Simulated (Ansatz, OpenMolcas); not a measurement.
**How methods differ on BGeSiH4F (SMILES F[SiH]1[BH][GeH2]1)**

The species is BGeSiH4F (8 atoms), meant as a singlet with charge 0. As SMILES, `F[SiH]1[BH][GeH2]1`. The shape is that of a PBE0-D4/def2-TZVP optimisation.

Quantity: the vertical energy of the triplet above the singlet, in eV. The values are calculated.

| level | kind | program | value (eV) | less CCSD(T)/def2-SVP | CPU time (all runs) |
| --- | --- | --- | --- | --- | --- |
| BLYP/def2-SVP | GGA | OpenMolcas | 2.04 | +0.02 | 2 min |
| M06-L/def2-SVP | meta-GGA | OpenMolcas | 2.05 | +0.03 | 2.7 min |
| M06-2X/def2-SVP | hybrid meta-GGA | OpenMolcas | 1.75 | -0.27 | 2.4 min |
| CAM-B3LYP/def2-SVP | range-separated hybrid | Ansatz | 1.81 | -0.21 | 13 s |
| HSE06/def2-SVP | range-separated hybrid | Ansatz | 1.83 | -0.19 | 11 s |
| B2PLYP/def2-SVP | double hybrid | Ansatz | 2.00 | -0.02 | 14 s |
| RPA@PBE/def2-SVP | RPA | Ansatz | 2.03 | +0.01 | 18 s |
| RPA@PBE0/def2-SVP | RPA | Ansatz | 1.94 | -0.08 | 20 s |
| MP2/def2-SVP | perturbation theory | Ansatz | 2.10 | +0.08 | 4.4 s |
| CCSD(T)/def2-SVP | coupled cluster or CI | Ansatz | 2.02 | 0.00 | 61 s |

Differences are taken from CCSD(T)/def2-SVP for orientation; it has basis-set and higher-order errors of its own. All-electron rows without a relativistic Hamiltonian named are non-relativistic. The values span 1.75 to 2.10 eV. In the correlated wave-function rows the outer d shell of Ge is correlated, in sets not made for it. Times are those of the runs behind each value, whatever else they computed, on shared processors of several kinds: orders of magnitude only.
